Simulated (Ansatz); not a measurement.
`CC[Se]B(O)O` + `C=N` → `CC[Se]C=N` + `OBO`  (formal exchange of groups at the Se–B bond)

Program: Ansatz. Geometries: PBE0-D4/def2-TZVP. ΔE: electronic, gas phase. CCSD(T)/CBS is the MP2 limit (def2-TZVPP, def2-QZVPP) plus CCSD(T) − MP2 in def2-TZVPP, frozen cores. This one scheme is used for every species. Functionals use def2-TZVPP. B3LYP here is the variant with VWN-RPA as its local correlation; programs differ in this. For Se outer-core shells are correlated without core-valence functions, which leaves a few kJ/mol of doubt a bond. Scalar relativity is left out up to krypton. Each species was taken in one conformer, which may not be the lowest.

```
             level  ΔE (kJ/mol)  difference from CCSD(T)/CBS
            PBE-D4         50.6                        -15.9
         r2SCAN-D4         55.7                        -10.8
           PBE0-D4         60.6                         -5.9
           ωB97M-V         65.3                         -1.2
            B2PLYP         57.9                         -8.6
               PBE         48.7                        -17.8
            r2SCAN         55.1                        -11.4
              PBE0         58.9                         -7.6
             B3LYP         53.7                        -12.8
     HF/def2-TZVPP         72.6                          6.1
    MP2/def2-TZVPP         64.2                         -2.3
SCS-MP2/def2-TZVPP         63.8                         -2.7
   CCSD/def2-TZVPP         68.7                          2.2
CCSD(T)/def2-TZVPP         66.1                         -0.4
     HF/def2-QZVPP         71.6                          5.1
SCS-MP2/def2-QZVPP         63.7                         -2.8
       CCSD(T)/CBS         66.5                            0
```

Largest T1 diagnostic among the species: 0.013.

From PBE to PBE0 (25 % exact exchange), in def2-TZVPP and without D4, ΔE moves by +10.2 kJ/mol. In def2-TZVPP, CCSD(T) changes the Hartree–Fock value by −6.6 kJ/mol (the triples alone add −2.6 kJ/mol) and MP2 by −8.4 kJ/mol. The D4 term adds +3.1 kJ/mol with B3LYP and +1.7 kJ/mol with PBE0; it sums over pairs of atoms, weighted by their polarisabilities, and B3LYP, whose exchange is more repulsive, gets the larger term.
